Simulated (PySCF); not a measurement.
1,1-dichlorocyclopropane (C₃H₄Cl₂), SMILES ClC1(Cl)CC1. Atoms are numbered in the order given.

```xyz
9

Cl     1.4650     0.0000    -0.7669
C      0.0000     0.0000     0.2009
Cl    -1.4650     0.0000    -0.7669
C      0.0000     0.7571     1.4875
C      0.0000    -0.7571     1.4875
H     -0.9251     1.2747     1.7548
H      0.9251     1.2747     1.7548
H     -0.9251    -1.2747     1.7548
H      0.9251    -1.2747     1.7548
```
Charge 0, spin multiplicity 1.

Geometry optimised at ωB97X-D3(BJ)/def2-SVP.

These are PBE/def2-TZVP (PySCF) values and carry that method's errors.

Isolated molecule, no solvent.

```yaml
total_energy: -1036.62847 hartree
point_group: C2v
highest_occupied_level: -6.54 eV
lowest_empty_level: -0.96 eV
orbital_gap: 5.58 eV
dipole_moment: 2.04 D
quadrupole, principal values (traceless, Buckingham form, about the centre of nuclear charge): -0.69, -0.09, 0.79 D·Å
mean_static_polarisability: 58.9 bohr³ (8.73 Å³)
polarisability_principal_values: 49.7, 61.6, 65.4 bohr³
```
